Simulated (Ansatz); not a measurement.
`[OH][SnH2]` radical. Total charge 0; spin multiplicity 2. Sn: def2 effective core potential. Geometry: relaxed with PBE0-D4/def2-TZVP.

```xyz
5

O    -0.103    1.316   -0.133
Sn    0.016   -0.529    0.565
H    -0.968    1.530   -0.492
H    -0.665   -1.570   -0.645
H     1.719   -0.747    0.704
```

Question: What is the dipole moment at ωB97M-V/def2-TZVPP? (Estimate.)

Answer: The calculation gave: 1.78 D, with components (-1.28, -1.18, 0.38) D in this frame, pointing from negative to positive charge.

Question: And with PBE, r2SCAN, B3LYP? (Best estimate.)

Answer: Ansatz gave: PBE 1.50 D, r2SCAN 1.61 D, B3LYP 1.70 D.

Question: Give the Mulliken charges with ωB97M-V, PBE, B3LYP in def2-TZVPP. (Best estimate.)

Answer: Computed: 
```tsv
atom	ωB97M-V	PBE	B3LYP
O1	-0.52	-0.48	-0.52
Sn2	0.55	0.54	0.61
H3	0.16	0.18	0.17
H4	-0.10	-0.12	-0.14
H5	-0.09	-0.11	-0.12
```

B3LYP here is the variant with VWN-RPA as its local correlation; programs differ in this.
